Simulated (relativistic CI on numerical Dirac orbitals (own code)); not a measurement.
**Co3+: 2p photoemission**

Computed with this model: Dirac-Coulomb-Breit CI, KLI orbitals optimised for each configuration, a model potential for QED, valence Slater integrals scaled by 0.8, multiplet model of photoemission in the sudden approximation; configurations [Ar] 3d6 → [He] 2s2 2p5 3s2 3p6 3d6; 80 K; Lorentzian 0.5 eV and Gaussian 0.6 eV FWHM. Energies are those of the free ion, without screening or charge transfer. The energies are binding energies and can lie tens of eV above those of solids. S is read from ⟨S²⟩ = S(S + 1).

Field parameters in Wybourne normalisation: D3d B²₀ = −7Dσ, B⁴₀ = −14Dq − 21Dτ, B⁴₃ = −14√(10/7) Dq; Td as Oh with Dq negative (B⁴₀ = 21Dq, B⁴₄ = √(5/14) B⁴₀). The field is a parameter set, without covalency.

Computed curve for Td, 10Dq = -10200 cm⁻¹, scaled to 100 at the maximum (points under 2 are left out and the grid is thinned):

```tsv
Energy (eV)	Intensity
832.3	2.1
832.9	3.2
833.5	5.8
834.0	12.4
834.6	55.8
835.2	95.0
835.8	56.4
836.4	81.3
836.9	66.3
837.5	54.5
838.1	33.2
838.7	26.1
839.3	22.4
839.8	15.2
840.4	10.1
841.0	12.2
841.6	15.4
842.2	15.4
842.7	12.6
843.3	7.4
843.9	3.8
844.5	3.1
845.0	3.1
845.6	2.6
849.1	2.3
849.7	3.3
850.3	7.8
850.8	23.1
851.4	46.9
852.0	40.9
852.6	58.3
853.2	35.4
853.7	22.0
854.3	14.5
854.9	10.2
855.5	7.0
856.1	7.2
856.6	6.2
857.2	3.2
857.8	2.0
```

The ground state has S = 2.00, and the centroid lies at 842.23 eV.
